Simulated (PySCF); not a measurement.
Two-dimensional NMR puzzle

Compound of formula C$_{4}$H$_{13}$N$_{3}$Si$_{2}$. Correlations simulated from computed shifts and the bond graph:

HSQC (one-bond C–H):
| δH | δC |
| --- | --- |
| 8.72 | 177.3 |
| 7.86 | 170.9 |
| 4.01 | 52.4 |
| 3.11 | 33.1 |

COSY cross peaks (H two or three bonds apart, from the bond graph; peaks can be absent where the dihedral angle is near 90°):
| δH | δH |
| --- | --- |
| 8.72 | 7.86 |

HMBC (two and three bonds, from the bond graph):
| δH | δC |
| --- | --- |
| 8.72 | 170.9 |
| 7.86 | 177.3, 52.4 |
| 5.31 | 177.3, 33.1 |
| 4.67 | 33.1 |
| 4.01 | 170.9 |

No solvent model, non-relativistic, one conformer, equivalent nuclei averaged. Shieldings: GIAO PBE0/pcSseg-1; coordinates at the GFN2-xTB level; PySCF 2.14.

δ = σ(ref) − σ, references computed at the same level: ¹H (σref 31.72) and ¹³C (σref 186.93) vs TMS.

Exchangeable hydrogens are left out of these lists.

Q: Work out the connectivity.

A: SMILES N(=C\C=N\C)/[SiH2]N(C)[SiH3].

Numbering as in the mapped SMILES `[CH3:1]/[N:2]=[CH:3]/[CH:4]=[N:5]/[SiH2:6][N:7]([CH3:8])[SiH3:9]`; H(Xn) means a hydrogen on atom n.

1. δC 177.3 is C4, a C=N carbon (δH 8.72).
2. δC 170.9 is C3, a C=N carbon (δH 7.86).
3. δC 52.4 is C1, a methyl carbon bonded to N (δH 4.01).
4. δC 33.1 is C8, a methyl carbon bonded to N (δH 3.11).
5. COSY links 8.72–7.86.

The data come from this structure; uniqueness wasn't tested.

Shifts are as computed. Against solution values, carbons near 30 ppm lie about +3 ppm off and those near 130 ppm about +5 ppm. Of 1309 compounds with measured shifts, 239 miss one by over three times the rms of a fit or turn the order of signals round; such compounds aren't used in these exercises.
